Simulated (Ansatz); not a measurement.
Strength of the Si–H bond: SiH(OH)2(SiH3) → Si(OH)2(SiH3) + H

Species: SiH(OH)2(SiH3), singlet; Si(OH)2(SiH3), doublet; H atom, doublet. 

Shapes, held fixed at every level: PBE0-D4/def2-TZVP. Flexible molecules stand in one conformer, not always the lowest. Programs: Ansatz 0.2.0. The zero-point and thermal change to 298 K, harmonic and unscaled (PBE0-D4/def2-TZVP), is -18.6 kJ/mol.

| level | kind | ΔH(298 K) (kJ/mol) | less CCSD(T)/CBS estimate | CPU time (sum over the molecules) |
| --- | --- | --- | --- | --- |
| HF/def2-TZVPP | Hartree–Fock | +304.9 | -81.7 | – |
| B3LYP-D4/def2-TZVPP | global hybrid | +372.8 | -13.8 | 22 s |
| BHLYP-D4/def2-TZVPP | global hybrid | +378.8 | -7.8 | 16 s |
| r2SCAN0-D4/def2-TZVPP | global hybrid | +366.1 | -20.5 | 24 s |
| wB97X-V/def2-TZVPP | range-separated hybrid | +382.4 | -4.2 | 35 s |
| MP2/def2-TZVPP | perturbation theory | +373.3 | -13.3 | – |
| CCSD(T)/CBS estimate | coupled cluster or CI | +386.6 | 0.0 | 7.1 min |

The highest level, CCSD(T)/CBS estimate, gives ΔH(298 K) = +386.6 kJ/mol; the levels span +304.9 to +386.6. The column of differences is taken from that level and isn't an error. Hartree–Fock misses the correlation of the pair that is broken and comes out low. No measured value is set beside it here. Open shells run unrestricted unless RO is named. The CBS estimate extrapolates MP2 from def2-TZVPP and def2-QZVPP and adds CCSD(T) − MP2 in the triple-zeta set, cores frozen. Times are processor times on shared x86 and Arm servers, and rough.
